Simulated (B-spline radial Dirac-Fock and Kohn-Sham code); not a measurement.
Relative photoemission cross sections at 1000 eV: 1s, H to Ne

Model: the independent-particle Dirac-Slater model, thresholds from Dirac-Fock. Program: a B-spline atomic structure program. Cross sections are relative to C 1s, computed as 43.31 kb at this energy; β is from the dipole term. Free atoms in their tabulated ground configurations, whose changes along a row show as steps; without correlation, outer binding energies come out low.

```
 Z  element      σ 1s  β 1s  binding 1s (eV)
 1        H  0.000264  2.00            13.61
 2       He   0.00960  2.00            23.45
 4       Be     0.206  2.00            123.3
 5        B     0.500  2.00            200.8
 6        C      1.00  2.00            297.0
 7        N      1.75  2.00            411.9
 8        O      2.77  2.00            545.6
 9        F      4.05  2.00            698.0
10       Ne      5.67  2.00            869.3
```
